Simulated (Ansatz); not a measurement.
Ansatz (a program for electronic structure) input (RPA@PBE/cc-pVTZ):

Ansatz 0.2 input:
```yaml
crystal:
  periodic: [false, false, false]
  atoms:
    - {symbol: N, position_ang: [-1.07507719, 0.23822819, 0.43303185]}
    - {symbol: C, position_ang: [0.23242619, 0.27986572, -0.02358309]}
    - {symbol: O, position_ang: [0.90154781, -0.66954360, -0.33390847]}
    - {symbol: H, position_ang: [-1.71882519, 0.69123646, -0.22418744]}
    - {symbol: H, position_ang: [0.63742601, 1.31832075, 0.00573087]}
basis:
  gaussian:
    orbitals: cc-pVTZ
hamiltonian:
  xc: pbe
magnetization: {spin_polarized: true, initial_magnetization: 1}
correlation: {method: rpa, electrons: outside_noble_gas}
```

End of the output:

```
integrals: 0.09 GiB planned
702 factors; integrals over basis functions are off by at most 1.0e-3 eV
mean field: 0.33 GiB planned
mean field evaluation 1: about -4595.7125 eV, gradient 3.8e1 eV
mean field evaluation 2: about -4595.7081 eV, gradient 3.8e1 eV
mean field evaluation 4: about -4594.0162 eV, gradient 4.0e1 eV
mean field evaluation 8: about -4600.8793 eV, gradient 2.1e-1 eV
mean field evaluation 16: about -4600.8781 eV, gradient 7.4e-4 eV
mean field evaluation 32: about -4600.8717 eV, gradient 2.2e-1 eV
mean field -4600.87808118 eV, -169.0791508963 hartree, gradient 6.8e-6 eV, S^2 0.753241; 4 other end points of the search recorded, 0 dependent functions left out
3 core orbitals not correlated
reference -4580.01614949 eV, -168.3124890473 hartree; 9, 8 occupied and 106, 107 virtual orbitals, 702 factors
Total energy: -4604.28137750 eV, -169.2042197291 hartree
```

It need not be the lowest isomer of its formula.
